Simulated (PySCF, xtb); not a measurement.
C3H7AlO2, SMILES C=C[CH2][Al]([OH])[OH].

GFN2-xTB run with xtb at its own geometry gives an orbital gap of 3.62 eV and a dipole moment of 0.75 D.

Geometry: B3LYP-D3(BJ)/def2-SVP. Other conformers were not sampled.

**Question.** What does PBE/def2-TZVP run with PySCF give? (An estimate is asked for; the answer gives what the named calculation found.)

**Answer.** gap 4.61 eV (levels -5.81 and -1.19 eV), dipole 0.45 D.
